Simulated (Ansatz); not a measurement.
Reactions of CH7AlSSi, SMILES `[CH3][Al]([SiH3])[SH]`.

Program: Ansatz. Geometries: PBE0-D4/def2-TZVP. ΔE: electronic, gas phase. CCSD(T)/CBS is the MP2 limit (def2-TZVPP, def2-QZVPP) plus CCSD(T) − MP2 in def2-TZVPP, frozen cores. This one scheme is used for every species, atoms too. For atomizations the MP2-based limit and the directly extrapolated one differ by several kJ/mol either way, and by 10 to 25 for some Ge, Se and Sn compounds, so smaller differences from it don't rank the levels. Functionals use def2-TZVPP. Open shells (•) are unrestricted, without spin–orbit coupling. Spin–orbit coupling would lower the free atoms: a little for Al, C, S, Si. def2 core potentials past Kr. Bonds to Sn are less sure, by a few kJ/mol each and by 10 to 20 or more in all where they break to atoms, as the def2 sets lack core-valence functions. Each species was taken in one conformer, which may not be the lowest.

| reaction | CCSD(T)/CBS(def2) (kJ/mol) |
| --- | --- |
| `[CH3][Al]([SiH3])[SH]` → `[CH3][AlH][SH]` + `[SiH2]` | ? |
| `[CH3][Al]([SiH3])[SH]` + `BCS[SiH2]F` → `B[CH2][Al]([CH3])[SiH3]` + `F[SiH2]SS` | 76 |
| `[CH3][Al]([SiH3])[SH]` → `[CH3][AlH][S][SiH3]` | ? |
| `[CH3][Al]([SiH3])[SH]` → `[CH3][Al][SH]`• + `[SiH3]`• | 305 |
| `[CH3][Al]([SiH3])[SH]` + `[BH2][AlH][OH]` → `[BH2][AlH][SiH3]` + `[CH3][Al]([OH])[SH]` | 1 |
| `[CH3][Al]([SiH3])[SH]` + `[NH2][SnH2][OH]` → `C[O][SnH2][NH2]` + `[SiH3][AlH][SH]` | 100 |
| `[CH3][Al]([SiH3])[SH]` → Al• + C• + 7 H• + S• + Si• | 3483 |
| `[CH3][Al]([SiH3])[SH]` + `N=CC[SiH3]` → `[CH3][Al]([SiH3])[SiH3]` + `N=CCS` | 169 |

Q: Fill in the missing values. (An estimate is asked.)

A: Computed: `[CH3][Al]([SiH3])[SH]` → `[CH3][AlH][SH]` + `[SiH2]`: +244.5 kJ/mol; `[CH3][Al]([SiH3])[SH]` → `[CH3][AlH][S][SiH3]`: -53.0 kJ/mol.

Largest T1 diagnostic: 0.018, for Al•.
